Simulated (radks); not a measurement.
Values are calculated unless marked as measured or tabulated.
Problem. Orbital eigenvalues (eV) of the silicon ion Si+, [Ne] 3s2 3p1, of relativity; Dirac values are averaged over j with weights 2j + 1. Spin-unpolarised spherical Kohn-Sham, BLYP, point nucleus unless stated (finite: rms radius 3.1224 fm), a radial shooting solver on a logarithmic mesh with Libxc functionals. A level marked "c x" has the speed of light scaled by that factor and shares open shells by 2j + 1; other Dirac levels either fill j = l - 1/2 first or share by 2j + 1.

shell  non-rel.
1s      -1792.1
2s      -148.14
2p      -105.11
3s      -18.856
3p      -11.528

Give the values at the level "Dirac, c x 3".

Solution. 
shell  Dirac, c x 3  change of magnitude (%)
1s          -1792.6                    +0.03
2s          -148.21                    +0.05
2p          -105.10                    0.00
3s          -18.862                    +0.03
3p          -11.527                    -0.01
